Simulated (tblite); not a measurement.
Record of a relaxation.

Compound: C6H8F2O.
Numbering: `[CH3:1]/[C:2](=[CH:3]\[CH:4]([F:5])[F:6])[CH2:7][CH:8]=[O:9]` (hydrogens: H10, H11, H12 on C1; H13 on C3; H14 on C4; H15, H16 on C7; H17 on C8)

Computed with GFN2-xTB (tblite), gas phase: L-BFGS steps from a force-field or distance-geometry start until the largest atomic force falls under 0.01 eV/Å. 4 of its 110 geometries are shown.

Step 0: E = -827.4709 eV, largest atomic force 2.647 eV/Å
```
atom  x, y, z in Å  |  force x, y, z in eV/Å
C1      0.116    1.344   -0.779   -0.611   0.097  -0.178
C2     -0.075    0.185    0.148    1.618  -1.098   0.445
C3      0.926   -0.684    0.488   -2.133   0.990  -0.087
C4      2.347   -0.647    0.043   -0.173  -0.239   0.694
F5      3.113   -1.324    0.963   -0.137   0.200  -0.393
F6      2.841    0.607    0.002    0.244   0.081  -0.101
C7     -1.458    0.027    0.731   -0.003   0.027  -0.058
C8     -2.447   -0.572   -0.240    0.575  -0.904  -2.223
O9     -2.179   -1.012   -1.359   -0.514   0.996   2.398
H10     1.060    1.329   -1.301    0.187  -0.053   0.060
H11    -0.676    1.344   -1.548    0.190  -0.036   0.369
H12     0.037    2.285   -0.221    0.022  -0.182  -0.107
H13     0.690   -1.505    1.167    0.197   0.241  -0.207
H14     2.486   -1.133   -0.926    0.263  -0.032  -0.295
H15    -1.454   -0.614    1.622    0.052  -0.011  -0.161
H16    -1.845    1.001    1.066    0.037  -0.132  -0.180
H17    -3.490   -0.619    0.134    0.185   0.055   0.026
```

Step 36: E = -827.6272 eV, largest atomic force 0.062 eV/Å
```
atom  x, y, z in Å  |  force x, y, z in eV/Å
C1      0.103    1.287   -0.806    0.008  -0.006   0.017
C2     -0.062    0.199    0.204   -0.026  -0.019  -0.017
C3      0.901   -0.632    0.585   -0.023  -0.008  -0.009
C4      2.299   -0.634    0.048   -0.005   0.030   0.004
F5      3.060   -1.520    0.734    0.039  -0.015   0.009
F6      2.913    0.573    0.188    0.044   0.028   0.034
C7     -1.455    0.047    0.748   -0.002   0.006   0.000
C8     -2.389   -0.569   -0.267    0.001  -0.004   0.042
O9     -2.118   -0.842   -1.399   -0.021  -0.013  -0.017
H10     1.070    1.243   -1.296   -0.014   0.008  -0.016
H11    -0.685    1.215   -1.554    0.039  -0.007   0.003
H12     0.016    2.256   -0.315   -0.010   0.003  -0.003
H13     0.733   -1.388    1.337   -0.034  -0.014  -0.010
H14     2.363   -0.905   -1.020   -0.015  -0.004  -0.018
H15    -1.475   -0.580    1.643    0.012  -0.007  -0.021
H16    -1.879    1.018    1.022    0.010   0.013  -0.019
H17    -3.401   -0.757    0.141   -0.004   0.008   0.020
```

Step 73: E = -827.6356 eV, largest atomic force 0.016 eV/Å
```
atom  x, y, z in Å  |  force x, y, z in eV/Å
C1      0.110    1.264   -0.842    0.000  -0.003   0.009
C2     -0.060    0.188    0.178   -0.005  -0.015  -0.004
C3      0.901   -0.642    0.569    0.002   0.000   0.003
C4      2.311   -0.613    0.066   -0.005  -0.004   0.000
F5      3.033   -1.610    0.631    0.007  -0.005   0.001
F6      2.950    0.545    0.403    0.003   0.006   0.000
C7     -1.448    0.054    0.739   -0.007  -0.002  -0.006
C8     -2.420   -0.569   -0.235   -0.001  -0.003   0.001
O9     -2.207   -0.825   -1.383    0.002   0.002   0.001
H10     1.103    1.261   -1.279    0.002   0.004   0.001
H11    -0.628    1.131   -1.631    0.009   0.001  -0.002
H12    -0.058    2.238   -0.384   -0.010   0.005   0.000
H13     0.722   -1.401    1.316   -0.002   0.011   0.006
H14     2.399   -0.722   -1.028   -0.001  -0.004  -0.009
H15    -1.455   -0.549    1.649    0.000   0.002  -0.008
H16    -1.854    1.038    0.995    0.000  -0.001   0.005
H17    -3.406   -0.775    0.227    0.005   0.008   0.003
```

Step 109: E = -827.6381 eV, largest atomic force 0.007 eV/Å
```
atom  x, y, z in Å  |  force x, y, z in eV/Å
C1      0.105    1.247   -0.846   -0.002   0.002  -0.001
C2     -0.056    0.183    0.190    0.000   0.002   0.000
C3      0.912   -0.639    0.580   -0.002   0.001   0.001
C4      2.314   -0.616    0.054    0.000  -0.001   0.002
F5      3.037   -1.627    0.591   -0.001  -0.004   0.004
F6      2.969    0.531    0.399    0.001   0.003  -0.002
C7     -1.442    0.049    0.755   -0.001  -0.001  -0.002
C8     -2.428   -0.525   -0.233    0.000  -0.005   0.003
O9     -2.211   -0.802   -1.375    0.000   0.007   0.001
H10     1.138    1.371   -1.149   -0.004   0.002  -0.002
H11    -0.496    0.986   -1.717    0.004  -0.001  -0.006
H12    -0.260    2.199   -0.464    0.001   0.001   0.002
H13     0.743   -1.390    1.338    0.000  -0.003   0.002
H14     2.381   -0.709   -1.043    0.001   0.000  -0.001
H15    -1.451   -0.594    1.639    0.001   0.002  -0.003
H16    -1.832    1.025    1.058    0.001  -0.003   0.000
H17    -3.431   -0.677    0.214    0.002  -0.001   0.002
```

Q: Summarise the path.

A: The energy falls by 16.13 kJ/mol from step 0 to step 109; nine tenths of that is first reached at step 27. It falls at every step. The largest force goes from 2.647 to 0.007 eV/Å. Among the bonds C2=C3 changes most, from 1.369 to 1.329 Å; the atoms move by 0.258 Å rms after alignment.

Q: Follow the three bonds and two angles with the largest change from start to end.

A: 
```tsv
step	E above end (kJ/mol)	largest force (eV/Å)	C2=C3 (Å)	C8=O9 (Å)	C4–F5 (Å)	C2–C3–H13 (°)	F6–C4–H14 (°)
0	16.13	2.647	1.369	1.232	1.376	118.3	109.9
5	3.52	0.154	1.328	1.195	1.359	121.2	107.3
9	2.98	0.046	1.328	1.196	1.358	120.8	107.1
14	2.76	0.063	1.327	1.196	1.358	120.7	107.2
19	2.26	0.073	1.329	1.196	1.357	121.2	107.4
24	1.85	0.110	1.328	1.196	1.358	120.8	107.1
28	1.52	0.069	1.328	1.195	1.356	121.1	107.1
33	1.24	0.063	1.327	1.197	1.356	121.3	107.1
38	0.96	0.052	1.329	1.195	1.354	121.7	106.9
43	0.80	0.055	1.328	1.196	1.355	121.3	107.3
47	0.67	0.045	1.328	1.195	1.354	121.4	107.0
52	0.43	0.042	1.328	1.196	1.355	121.8	107.0
57	0.33	0.026	1.328	1.196	1.354	121.7	107.1
62	0.30	0.020	1.329	1.196	1.354	121.5	107.0
66	0.28	0.019	1.329	1.196	1.355	121.5	106.9
71	0.25	0.011	1.328	1.196	1.354	121.5	107.0
76	0.23	0.016	1.328	1.196	1.355	121.4	107.0
81	0.20	0.019	1.328	1.196	1.354	121.3	106.9
85	0.17	0.026	1.328	1.196	1.355	121.2	107.1
90	0.12	0.024	1.329	1.196	1.354	121.3	107.0
95	0.08	0.016	1.328	1.196	1.355	121.3	107.0
100	0.05	0.021	1.329	1.196	1.354	121.4	106.9
104	0.03	0.028	1.329	1.196	1.354	121.4	107.1
109	0.00	0.007	1.329	1.196	1.354	121.5	107.0
```

The cost below is that of the whole relaxation. Time: 0.65 s. Hardware: one thread of an Arm Neoverse V1, shared host.
